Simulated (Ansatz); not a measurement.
```tsv
atom	x (Å)	y (Å)	z (Å)
C	-0.0140	-0.0452	-0.6204
C	-0.0192	-0.0432	0.6205
H	-0.0291	-0.0316	-1.6538
H	0.0289	0.0338	1.7020
```

Basis set: aug-cc-pVDZ (spherical functions). Left uncorrelated: 2 orbitals. Charge 0, multiplicity 1.

Computed with Ansatz (development build ahead of 0.2.0); each method stands on the lowest determinant of its kind that the runs found. Restricted open shells among the atoms or ions are ROHF, correlated in semicanonical orbitals with singles.

Problem. Give the atomization energy at this shape (free ground-state atoms in the same class of orbitals less the molecule, no zero-point energy) of singlet C₂H₂ by RHF-MP2, RHF.

Solution.

| method | atomization energy |
| --- | --- |
| RHF-MP2 | 383.17 kcal/mol |
| RHF | 287.06 kcal/mol |
